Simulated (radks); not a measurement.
Problem. These are the eigenvalues of the occupied orbitals of an atom or ion with whole-number occupations (hartree). Method: Dirac Kohn-Sham, AM05, spin-unpolarised, spherical densities, point nucleus; computed with a radial shooting solver on a logarithmic mesh with Libxc functionals.

| orbital | eigenvalue |
|---|---|
| 1s1/2 | -1422.008 |
| 2s1/2 | -226.7112 |
| 2p1/2 | -213.8894 |
| 2p3/2 | -198.7304 |
| 3s1/2 | -48.84317 |
| 3p1/2 | -43.43492 |
| 3p3/2 | -40.48097 |
| 3d3/2 | -30.99237 |
| 3d5/2 | -30.35973 |
| 4s1/2 | -10.22415 |
| 4p1/2 | -8.23441 |
| 4p3/2 | -7.60258 |
| 4d3/2 | -4.33818 |
| 4d5/2 | -4.22849 |
| 5s1/2 | -1.89059 |
| 5p1/2 | -1.34647 |
| 5p3/2 | -1.25192 |
| 5d3/2 | -0.54148 |

Which element is it, and in what charge state? The configuration may be excited. Open shells, if any, fill j = l - 1/2 first.

Solution. Z = 57, lanthanum, charge +2: La2+ in [Xe] 5d1. The list shows which subshells hold electrons but not how many an open one holds; the 1s level, -1422 hartree, gives Z - s = 53.3 by -(Z - s)^2/2, which with screening and relativity narrows Z to a few neighbours, and the depths of the outer levels then fix element, charge and occupations together.
